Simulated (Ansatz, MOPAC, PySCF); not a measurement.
C2H4 (SMILES C=C) and H2Se (SMILES [SeH2]) are pulled apart as rigid monomers along the line of their centres of mass, from the B3LYP-D3(BJ)/def2-TZVP minimum. Starting geometry (charge 0, multiplicity 1):
```xyz
9

C     -0.30346     0.63998    -0.06602
C      0.10921    -0.61538     0.03458
H     -1.34819     0.88666    -0.21211
H      0.38532     1.47332    -0.00289
H      1.15309    -0.86201     0.18418
H     -0.58039    -1.44876    -0.02491
Se     0.36618     0.44880     3.44349
H     -1.00238    -0.01369     3.18384
H      0.12121     0.49238     4.89594
```

Interaction energies with rigid monomers; basis-set methods are counterpoise corrected unless marked otherwise.

Rows in 6-31G*, STO-3G carry no dispersion term and start afresh at each structure (6-31G* with six Cartesian d functions); the Pople sets are all-electron and without relativity. The state that PM7 reach isn't checked; PM7 holds dispersion and hydrogen-bond terms.

Programs: Ansatz (a program for electronic structure); MOPAC for PM7 (differences of heats of formation); PySCF for 6-31G* rows, STO-3G rows, the dispersion terms. Values without a source in brackets are computed.

```csv
C1···Se7 (Å),PM7 (meV),HF/STO-3G (no counterpoise) (meV),PBE/def2-TZVPPD (meV),PBE-D4/def2-TZVPPD (meV),BP86/6-31G* (no counterpoise) (meV)
3.23,-30.5,123.4,13.6,…,14.7
3.58,-35.6,24.7,-31.1,-86.2,-26.3
4.11,-22.0,-0.9,-31.1,-65.2,-24.2
4.99,-7.1,-1.3,-12.8,-25.5,…
6.41,-0.9,-0.3,-2.5,-5.1,-1.7
```

Problem. What belongs in the gaps?

Solution. 
- 3.23, PBE-D4/def2-TZVPPD (meV): -55.9
- 4.99, BP86/6-31G* (no counterpoise) (meV): -8.4
